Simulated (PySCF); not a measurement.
C₄H₁₀N, SMILES [CH2]CNCC, multiplicity 2.

Coordinates come from a PBE0-D3(BJ)/def2-SVP optimisation. The isomer is the one that the SMILES or the coordinates give; other isomers of the formula were not compared. The values are those of a single conformer.

Level of theory: SMD-B3LYP/6-31G* (PySCF).

Solvation free energies are E(SMD) − E(gas) at the gas-phase geometry, for 1 M in both phases. In vacuum the dipole moment is 0.72 D.

Computed solvation free energies in water, chloroform, chlorobenzene:
```tsv
solvent	ΔG(solv) (kcal/mol)	its non-electrostatic (CDS) part	dipole (D)
water	-2.1	1.6	1.01
chloroform	-4.0	-1.5	0.89
chlorobenzene	-3.7	-1.0	0.91
```
